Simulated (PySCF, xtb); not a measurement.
Te(Cl)(SMe) (CH₃ClSTe), SMILES CS[Te]Cl.

GFN2-xTB (xtb) at its own geometry gives an orbital gap of 3.17 eV and a dipole moment of 2.47 D.

Coordinates come from a B3LYP-D3(BJ)/def2-SVP optimisation. The structure was generated by enumeration, and PubChem lists no compound with its InChIKey, so it may never have been made. The def2 effective core potentials stand for the cores of Te; spin–orbit coupling is left out. One conformer was computed; it need not be the lowest.

What does PBE/def2-TZVP (PySCF) give? (The exact figures need the calculation; the answer reports its results.)

gap 2.14 eV (levels -5.47 and -3.33 eV), dipole 2.65 D.
